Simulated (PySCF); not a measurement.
**Radial density of Kr¹⁶⁺ (krypton, charge +16)**

r2SCAN, [Ar] 3d2, high-spin 3F determinant. Calculation: PySCF 2.14, in an uncontracted even-tempered set (19 s from 1.4 bohr⁻², ratio 2.5; 12 p from 1.8 bohr⁻², ratio 2.5; 8 d from 1.8 bohr⁻², ratio 2.5; 4 f from 6.2 bohr⁻², ratio 2.7; 4 g from 9.3 bohr⁻², ratio 2.7); scalar relativity by spin-free X2C-1e.

```
r (bohr)  4πr²ρ (e/bohr)  4πr²(ρα − ρβ)
0.000803          0.4416         0.0000
 0.00135           1.087         0.0000
 0.00227           2.617        -0.0001
 0.00382           6.051        -0.0003
 0.00643           13.05        -0.0006
  0.0108           24.99        -0.0010
  0.0182           39.18        -0.0016
  0.0306           44.97        -0.0012
  0.0515           38.21         0.0090
  0.0866           44.40         0.1288
   0.146           51.10         0.9464
   0.245           23.92         3.4600
   0.412           26.01         4.6456
   0.693           8.763         1.2992
    1.17          0.1355         0.0269
    1.96       6.661e-05         0.0000
```

Densities and radii are taken from the X2C orbitals without a picture-change correction, which distorts them close to the nucleus.

Spin-orbit coupling, absent here, splits the open shell strongly.
